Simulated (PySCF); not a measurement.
Geometries of 2 isomers of C3H8BN, from PBE0-D3(BJ)/def2-SVP geometry optimisation, gas phase in PySCF. One conformer each, no zero-point energy, no frequencies.

**Question.** Which is lower in electronic energy at this level?
A.
```xyz
13
angstrom
C      1.758   -1.477    0.699
N      0.837   -0.715    0.351
B     -0.162    0.131   -0.059
C     -1.385   -0.450   -0.885
C     -0.076    1.673    0.303
H      1.738   -2.018    1.663
H      2.645   -1.653    0.062
H     -2.316   -0.317   -0.307
H     -1.519    0.121   -1.819
H     -1.288   -1.516   -1.139
H     -1.012    2.007    0.782
H      0.021    2.262   -0.625
H      0.766    1.932    0.962
```
B.
```xyz
13
angstrom
C      2.318   -0.359   -0.545
C      1.645    0.519    0.212
B      0.098    0.748    0.130
N     -0.769   -0.309   -0.134
C     -2.200   -0.249   -0.285
H      3.406   -0.478   -0.491
H      1.807   -0.993   -1.280
H      2.234    1.150    0.891
H     -0.385    1.851    0.287
H     -0.379   -1.243   -0.217
H     -2.534    0.791   -0.171
H     -2.722   -0.858    0.472
H     -2.525   -0.601   -1.279
```

**Answer.** A. That is `C=NB(C)C`, 8.3 kcal/mol below the other.

| SMILES | atoms numbered as above | E (Eh) | relative (kcal/mol) | relative (kJ/mol) | dipole (D) |
| --- | --- | --- | --- | --- | --- |
| C=NB(C)C | [CH2:1]=[N:2][B:3]([CH3:4])[CH3:5] | -198.37660 | 0.0 | 0.0 | 1.30 |
| C=CBNC | [CH2:1]=[CH:2][BH:3][NH:4][CH3:5] | -198.36344 | 8.3 | 34.6 | 1.81 |

As drawn, the lower has a C=N bond, which the higher lacks; the higher has an N–H bond and a C=C bond outside aromatic rings, which the lower lacks.
